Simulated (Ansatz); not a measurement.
`CC[SiH2]P` + `[PH2][GaH2]` → `P[PH][GaH2]` + `CC[SiH3]` at 700 K and 1 bar (cleavage of the P–Si bond).

Program: Ansatz. Geometries: PBE0-D4/def2-TZVP. ΔE: electronic, gas phase. CCSD(T)/CBS is the MP2 limit (def2-TZVPP, def2-QZVPP) plus CCSD(T) − MP2 in def2-TZVPP, frozen cores. For Ga outer-core shells are correlated without core-valence functions, which leaves a few kJ/mol of doubt a bond. Scalar relativity is left out up to krypton. One conformer a species, not always the lowest.

| species | CCSD(T)/CBS energy (Eh) | H − E (kJ/mol) | S (J/(mol·K)) |
| --- | --- | --- | --- |
| `CC[SiH2]P` | -711.54406 | 349.7 | 483.1 |
| `[PH2][GaH2]` | -2267.26620 | 129.7 | 362.4 |
| `P[PH][GaH2]` | -2608.80809 | 176.7 | 434.8 |
| `CC[SiH3]` | -369.99568 | 302.8 | 400.3 |

H − E and S are ideal-gas, rigid-rotor, harmonic terms from PBE0-D4/def2-TZVP, for one conformer and one mirror image of each species. 1 Eh = 2625.50 kJ/mol, R = 8.31446 J/(mol·K).

Problem. By hand: ΔE, ΔH, ΔS and ΔG.

Solution. ΔE = (-2608.80809) + (-369.99568) − (-711.54406) − (-2267.26620) = 0.00649 Eh = 17.0 kJ/mol. Δ(H − E) = 176.7 + 302.8 − 349.7 − 129.7 = 0.1, so ΔH = 17.1 kJ/mol. ΔS = 434.8 + 400.3 − 483.1 − 362.4 = -10.4 J/(mol·K). ΔG = 17.1 − 700 × (-10.4)/1000 = 24.4 kJ/mol.

Problem. By hand: the equilibrium constant, and the temperature at which ΔG would vanish if ΔH and ΔS stayed fixed.

Solution. log₁₀ K = −ΔG/(RT ln 10) = -1.8. ΔH and −TΔS have one sign here, so there is no such temperature.

TΔS isn't small against ΔH here. A doubt of 5 kJ/mol in ΔE shifts log₁₀ K by 0.4 here. Other conformers and mirror images would add mixing entropy, several J/(mol·K) or more a flexible species. These are equilibria of isolated gas molecules and say nothing of rates. Largest T1 diagnostic: 0.014 (customary marks: 0.02 for closed shells, 0.045 for open ones).

ΔS is within the doubt of such terms, so its sign, and with it that verdict, could turn.
